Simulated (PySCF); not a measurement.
Ge(F)(Cl)2(Me) (CH3Cl2FGe), SMILES [Cl][Ge]([Cl])([CH3])[F]. Atoms are numbered in the order given.

```xyz
8

C     -1.0637    -1.8359     0.0000
Ge     0.0625    -0.2646     0.0000
F      1.7351    -0.7342     0.0000
Cl    -0.2181     0.9550     1.7518
Cl    -0.2181     0.9550    -1.7518
H     -0.8507    -2.4288    -0.9005
H     -2.1171    -1.5235     0.0000
H     -0.8507    -2.4288     0.9005
```
Charge 0, spin multiplicity 1.

Coordinates come from a B3LYP-D3(BJ)/def2-SVP optimisation. The structure was generated by enumeration, and PubChem lists no compound with its InChIKey, so it may never have been made.

The numbers are results of PBE/def2-TZVP run with PySCF, not measurements.

The molecule is in vacuum.

Computed frontier levels, gap, dipole moment and polarisability:
- highest occupied level: -7.90 eV
- lowest empty level: -2.06 eV
- orbital gap: 5.85 eV
- dipole moment: 0.609 e·Å
- quadrupole, principal values (traceless, Buckingham form, about the centre of nuclear charge): -4.49, -1.75, 6.24 D·Å
- mean static polarisability: 65.2 bohr³ (9.66 Å³)
- polarisability, principal values: 53.3, 68.9, 73.5 bohr³
